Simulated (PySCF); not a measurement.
(E)-3-methoxyprop-2-en-1-amine (C4H9NO), SMILES NC/C=C/OC.

Coordinates come from a PBE0-D3(BJ)/def2-SVP optimisation. Other conformers were not sampled.

Level of theory: PBE/def2-TZVP (PySCF).

Gas-phase values at a fixed geometry.

Computed frontier levels, gap, dipole moment and polarisability:
```json
{
 "highest_occupied_level": "-5.08 eV",
 "lowest_empty_level": "-0.21 eV",
 "orbital_gap": "4.88 eV",
 "dipole_moment": "0.421 e·Å",
 "quadrupole, principal values (traceless, Buckingham form, about the centre of nuclear charge)": "-7.71, 1.48, 6.23 D·Å",
 "mean_static_polarisability": "66.6 bohr³ (9.86 Å³)",
 "polarisability_principal_values": "52.6, 60.1, 87.0 bohr³"
}
```
